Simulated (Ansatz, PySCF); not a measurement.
B(H)(F)(NMe2) (C2H7BFN), SMILES CN(C)BF. Atoms are numbered in the order given.

```xyz
12

B      0.7384     0.8395     0.0000
H      1.9442     0.8757     0.0000
F      0.0550     1.9951     0.0000
N      0.0509    -0.3777     0.0000
C     -1.3978    -0.4667     0.0000
C      0.7389    -1.6527     0.0000
H     -1.7625    -1.0093    -0.8914
H     -1.7625    -1.0093     0.8914
H     -1.8364     0.5391     0.0000
H      0.4736    -2.2516     0.8909
H      0.4736    -2.2516    -0.8909
H      1.8260    -1.4963     0.0000
```

Coordinates come from a B3LYP-D3(BJ)/def2-SVP optimisation. The structure was generated by enumeration, and PubChem lists no compound with its InChIKey, so it may never have been made. One conformer was computed; it need not be the lowest.

Two levels are set side by side: PBE-D3(BJ)/def2-SVP (Ansatz, a quantum-chemistry and plane-wave program) and B3LYP-D3(BJ)/def2-SVP (Ansatz). Each level has its own optimised geometry; the coordinates shown are those of the second. Frequencies come from the Hessian of PySCF at each geometry. Differences are taken from unrounded values.

```
quantity                            B3LYP-D3(BJ)  PBE-D3(BJ)  PBE-D3(BJ) minus B3LYP-D3(BJ)
----------------------------------  ------------  ----------  -----------------------------
mean bond length (Å)                       1.224       1.231                          0.007
bond B1–F3 (Å)                             1.343       1.350                          0.008
bond B1–N4 (Å)                             1.398       1.407                          0.009
bond N4–C5 (Å)                             1.451       1.452                          0.001
bond N4–C6 (Å)                             1.449       1.450                          0.001
bond B1–H2 (Å)                             1.206       1.217                          0.011
bond C5–H7 (Å)                             1.105       1.113                          0.008
bond C5–H8 (Å)                             1.105       1.113                          0.008
bond C5–H9 (Å)                             1.097       1.105                          0.008
bond C6–H10 (Å)                            1.106       1.114                          0.008
bond C6–H11 (Å)                            1.106       1.114                          0.008
bond C6–H12 (Å)                            1.098       1.106                          0.008
highest harmonic wavenumber (cm⁻¹)          3154        3092                            -61
mean harmonic wavenumber (cm⁻¹)             1445        1407                            -38
zero-point energy (kcal/mol)               61.99       60.34                          -1.65
```

GGA bonds tend to be longer and softer than those of functionals with exact exchange. Differences between two approximate levels are no errors against the true value.
